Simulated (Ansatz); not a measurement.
Consider the substitution at a C–Si bond: `C[Si](N)(O)Br` + `OCBF` → `COCBF` + `N[SiH](O)Br`.

Gas-phase electronic energies from Ansatz, PBE0-D4/def2-TZVP geometries. CCSD(T)/CBS is the MP2 limit (def2-TZVPP, def2-QZVPP) plus CCSD(T) − MP2 in def2-TZVPP, frozen cores. This one scheme is used for every species. Functionals use def2-TZVPP. B3LYP here is the variant with VWN-RPA as its local correlation; programs differ in this. For Br outer-core shells are correlated without core-valence functions, which leaves a few kJ/mol of doubt a bond. Scalar relativity is left out up to krypton. One conformer a species, not always the lowest.

| level | ΔE (kJ/mol) | difference from CCSD(T)/CBS |
| --- | --- | --- |
| PBE-D4 | 102.2 | -0.9 |
| r2SCAN-D4 | 104.5 | 1.4 |
| PBE0-D4 | 103.8 | 0.7 |
| B3LYP-D4 | 97.9 | -5.2 |
| ωB97X-V | 96.2 | -6.9 |
| ωB97M-V | 102.1 | -1.0 |
| B2PLYP | 96.6 | -6.5 |
| PBE | 99.6 | -3.5 |
| r2SCAN | 103.8 | 0.7 |
| PBE0 | 101.4 | -1.7 |
| MP2/def2-TZVPP | 103.7 | 0.6 |
| CCSD/def2-TZVPP | 96.9 | -6.2 |
| HF/def2-QZVPP | 85.7 | -17.4 |
| MP2/def2-QZVPP | 106.7 | 3.6 |
| SCS-MP2/def2-QZVPP | 98.8 | -4.3 |
| MP2/CBS(def2) | 108.9 | 5.8 |
| CCSD(T)/CBS | 103.1 | 0 |

Largest T1 diagnostic among the species: 0.012.

In def2-TZVPP, CCSD(T) changes the Hartree–Fock value by +12.2 kJ/mol (the triples alone add +0.9 kJ/mol) and MP2 by +18.1 kJ/mol. The D4 term adds +4.3 kJ/mol with B3LYP and +2.4 kJ/mol with PBE0; it sums over pairs of atoms, weighted by their polarisabilities, and B3LYP, whose exchange is more repulsive, gets the larger term.
